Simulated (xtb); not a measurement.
C₄H₄N (SMILES [c-]1cc[nH]c1), charge -1, singlet, from a rough starting geometry; GFN2-xTB run with xtb.

Here is a job for xtb.
```
$ xtb mol.xyz --gfn 2 --chrg -1 --opt vtight --json

# file mol.xyz
9

H     -0.00440843     0.11494699     1.96300339
N     -0.04058881     0.12262022     0.88560959
C      0.03084393     1.33245216     0.16011335
C      0.00972675    -0.96572661     0.16238514
C      0.04755163     0.81141818    -1.17441629
C     -0.00462542    -0.56107257    -1.15380189
H      0.03836138     2.22567296     0.60572888
H     -0.02419715    -1.94588388     0.55664179
H      0.00346104    -1.19715987    -2.01573094
```

**Question.** Write the output that xtb gives for this input, abridged.

**Answer.** 
```
   ID    Z sym.   atoms
    1    1 H      1, 7-9
    2    7 N      2
    3    6 C      3-6

           -------------------------------------------------
          |                Calculation Setup                |
           -------------------------------------------------

           -------------------------------------------------
          |                 G F N 2 - x T B                 |
           -------------------------------------------------

          ...................................................
          :                      SETUP                      :
          :.................................................:
          :  # basis functions                  24          :
          :  # atomic orbitals                  24          :
          :  # shells                           14          :
          :  # electrons                        26          :
          :  max. iterations                   250          :
          :  Hamiltonian                  GFN2-xTB          :
          :  restarted?                      false          :
          :  GBSA solvation                  false          :
          :  PC potential                    false          :
          :  electronic temp.          300.0000000     K    :
          :  accuracy                    1.0000000          :
          :  -> integral cutoff          0.2500000E+02      :
          :  -> integral neglect         0.1000000E-07      :
          :  -> SCF convergence          0.1000000E-05 Eh   :
          :  -> wf. convergence          0.1000000E-03 e    :
          :  Broyden damping             0.4000000          :
          :  net charge                         -1          :
          :  unpaired electrons                  0          :
          ...................................................

 iter      E             dE          RMSdq      gap      omega  full diag
   1    -13.6528364 -0.136528E+02  0.458E+00    4.21       0.0  T
   2    -13.7565554 -0.103719E+00  0.408E+00    1.33       1.0  T
   3    -13.7831846 -0.266292E-01  0.243E+00    2.15       1.0  T
   4    -13.7803746  0.281004E-02  0.839E-01    2.25       1.0  T
   5    -13.7841471 -0.377250E-02  0.157E-01    2.38       1.0  T
   6    -13.7841699 -0.228541E-04  0.104E-01    2.38       1.0  T
   7    -13.7841846 -0.147292E-04  0.528E-02    2.39       1.0  T
   8    -13.7841934 -0.878789E-05  0.180E-02    2.39       1.8  T
   9    -13.7841940 -0.613065E-06  0.465E-03    2.39       7.2  T
  10    -13.7841941 -0.255732E-07  0.309E-03    2.39      10.8  T
  11    -13.7841941 -0.351752E-07  0.377E-04    2.39      88.3  T
  12    -13.7841941  0.179666E-09  0.379E-04    2.39      88.0  T

   *** convergence criteria satisfied after 12 iterations ***

         :::::::::::::::::::::::::::::::::::::::::::::::::::::
         ::                     SUMMARY                     ::
         :::::::::::::::::::::::::::::::::::::::::::::::::::::
         :: total energy             -13.552683950288 Eh    ::
         :: gradient norm              0.227204767956 Eh/a0 ::
         :: HOMO-LUMO gap              2.390972217346 eV    ::
         ::.................................................::
         :: SCC energy               -13.784193048166 Eh    ::
         :: -> isotropic ES            0.143848499792 Eh    ::
         :: -> anisotropic ES          0.010822955278 Eh    ::
         :: -> anisotropic XC          0.005910586617 Eh    ::
         :: -> dispersion             -0.006409619199 Eh    ::
         :: repulsion energy           0.231509097877 Eh    ::
         :: add. restraining           0.000000000000 Eh    ::
         :: total charge              -1.000000000000 e     ::
         :::::::::::::::::::::::::::::::::::::::::::::::::::::

      -----------------------------------------------------------
     |                   =====================                   |
     |                        A N C O P T                        |
     |                   =====================                   |
     |               Approximate Normal Coordinate               |
     |                Rational Function Optimizer                |
      -----------------------------------------------------------
      -----------------------------------------------------------
     |                   =====================                   |
     |                        A N C O P T                        |
     |                   =====================                   |
     |               Approximate Normal Coordinate               |
     |                Rational Function Optimizer                |
      -----------------------------------------------------------

          ...................................................
          :                      SETUP                      :
          :.................................................:
          :   optimization level         verytight          :
          :   max. optcycles                   200          :
          :   ANC micro-cycles                  20          :
          :   degrees of freedom                21          :
          :.................................................:
          :   RF solver                   davidson          :
          :   write xtbopt.log                true          :
          :   linear?                        false          :
          :   energy convergence         0.1000000E-06 Eh   :
          :   grad. convergence          0.2000000E-03 Eh/α :
          :   maxmium RF displ.          1.0000000          :
          :   Hlow (freq-cutoff)         0.1000000E-01      :
          :   Hmax (freq-cutoff)         5.0000000          :
          :   S6 in model hess.         20.0000000          :
          ...................................................

generating ANC from exact Hessian ...
Using Lindh-Hessian (1995)
 Shifting diagonal of input Hessian by    0.0000000000000000
 Lowest  eigenvalues of input Hessian
[...]
 * total energy  :   -13.5526840 Eh     change       -0.7991581E-09 Eh
 * total energy  :   -13.5782493 Eh     change       -0.2556540E-01 Eh
 * total energy  :   -13.5836429 Eh     change       -0.5393534E-02 Eh
 * total energy  :   -13.5839335 Eh     change       -0.2905888E-03 Eh
 * total energy  :   -13.5839975 Eh     change       -0.6407210E-04 Eh
 * total energy  :   -13.5840157 Eh     change       -0.1811076E-04 Eh
 * total energy  :   -13.5840201 Eh     change       -0.4485270E-05 Eh
 * total energy  :   -13.5840208 Eh     change       -0.6342628E-06 Eh
 * total energy  :   -13.5840212 Eh     change       -0.3813095E-06 Eh
 * total energy  :   -13.5840220 Eh     change       -0.8260898E-06 Eh
 * total energy  :   -13.5840222 Eh     change       -0.2250975E-06 Eh
 * total energy  :   -13.5840223 Eh     change       -0.1218085E-06 Eh
 * total energy  :   -13.5840223 Eh     change       -0.1154581E-07 Eh
   *** GEOMETRY OPTIMIZATION CONVERGED AFTER 13 ITERATIONS ***
[...]

         :::::::::::::::::::::::::::::::::::::::::::::::::::::
         ::                     SUMMARY                     ::
         :::::::::::::::::::::::::::::::::::::::::::::::::::::
         :: total energy             -13.584022338502 Eh    ::
         :: gradient norm              0.000032157657 Eh/a0 ::
         :: HOMO-LUMO gap              3.045430484011 eV    ::
         ::.................................................::
         :: SCC energy               -13.786396604582 Eh    ::
         :: -> isotropic ES            0.138851374558 Eh    ::
         :: -> anisotropic ES          0.011813690996 Eh    ::
         :: -> anisotropic XC          0.006314878666 Eh    ::
         :: -> dispersion             -0.006452720372 Eh    ::
         :: repulsion energy           0.202374266080 Eh    ::
         :: add. restraining           0.000000000000 Eh    ::
         :: total charge              -1.000000000000 e     ::
         :::::::::::::::::::::::::::::::::::::::::::::::::::::

           -------------------------------------------------
          |                Property Printout                |
           -------------------------------------------------

    * Orbital Energies and Occupations

         #    Occupation            Energy/Eh            Energy/eV
      -------------------------------------------------------------
         1        2.0000           -0.4165387             -11.3346
         2        2.0000           -0.3810664             -10.3693
         3        2.0000           -0.3621979              -9.8559
         4        2.0000           -0.3199720              -8.7069
         5        2.0000           -0.3066130              -8.3434
         6        2.0000           -0.2817215              -7.6660
         7        2.0000           -0.2552091              -6.9446
         8        2.0000           -0.2418057              -6.5799
         9        2.0000           -0.2303156              -6.2672
        10        2.0000           -0.1681180              -4.5747
        11        2.0000           -0.1284824              -3.4962
        12        2.0000           -0.0985398              -2.6814
        13        2.0000           -0.0529611              -1.4411 (HOMO)
        14                          0.0589564               1.6043 (LUMO)
        15                          0.1345014               3.6600
        16                          0.2357894               6.4162
        17                          0.3400154               9.2523
        18                          0.3635950               9.8939
        19                          0.4088752              11.1261
        20                          0.4587681              12.4837
        21                          0.5227503              14.2248
        22                          0.6585734              17.9207
        23                          0.7841615              21.3381
        24                          0.8604601              23.4143
      -------------------------------------------------------------
                  HL-Gap            0.1119175 Eh            3.0454 eV
             Fermi-level            0.0029977 Eh            0.0816 eV

     #   Z          covCN         q      C6AA      α(0)
     1   1 H        0.860     0.050     2.336     2.394
     2   7 N        2.768    -0.183    24.959     7.420
     3   6 C        3.098    -0.037    28.788     8.793
     4   6 C        2.966    -0.039    28.968     8.828
     5   6 C        2.013    -0.387    43.529    10.655
     6   6 C        3.123    -0.080    29.792     8.938
     7   1 H        0.924    -0.117     6.194     3.892
     8   1 H        0.925    -0.103     5.664     3.722
     9   1 H        0.924    -0.105     5.729     3.743

 Mol. C6AA /au·bohr⁶  :       1336.671712
 Mol. C8AA /au·bohr⁸  :      31163.778509
 Mol. α(0) /au        :         58.386071

Wiberg/Mayer (AO) data.
largest (>0.10) Wiberg bond orders for each atom

 ---------------------------------------------------------------------------
     #   Z sym  total        # sym  WBO       # sym  WBO       # sym  WBO
 ---------------------------------------------------------------------------
     1   1 H    0.998 --     2 N    0.961
     2   7 N    3.439 --     4 C    1.176     3 C    1.075     1 H    0.961
                             6 C    0.124
     3   6 C    3.837 --     5 C    1.605     2 N    1.075     7 H    0.957
                             4 C    0.158
     4   6 C    3.897 --     6 C    1.563     2 N    1.176     8 H    0.955
                             3 C    0.158
     5   6 C    3.002 --     3 C    1.605     6 C    1.236
     6   6 C    3.931 --     4 C    1.563     5 C    1.236     9 H    0.962
                             2 N    0.124
     7   1 H    0.986 --     3 C    0.957
     8   1 H    0.989 --     4 C    0.955
     9   1 H    0.989 --     6 C    0.962
 ---------------------------------------------------------------------------

Topologies differ in total number of bonds
Writing topology from bond orders to xtbtopo.mol

molecular dipole:
                 x           y           z       tot (Debye)
 q only:       -0.032      -0.510       1.057
   full:       -0.053      -1.094       2.061       5.933
molecular quadrupole (traceless):
                xx          xy          yy          xz          yz          zz
 q only:        4.885      -0.153      -3.573       0.095       0.456      -1.311
  q+dip:        3.590      -0.168      -2.768       0.151       4.012      -0.823
   full:        4.671      -0.190      -2.860       0.177       4.227      -1.810

optimized geometry written to: xtbopt.xyz

           -------------------------------------------------
          | TOTAL ENERGY              -13.584022338502 Eh   |
          | GRADIENT NORM               0.000032157657 Eh/α |
          | HOMO-LUMO GAP               3.045430484011 eV   |
           -------------------------------------------------
```
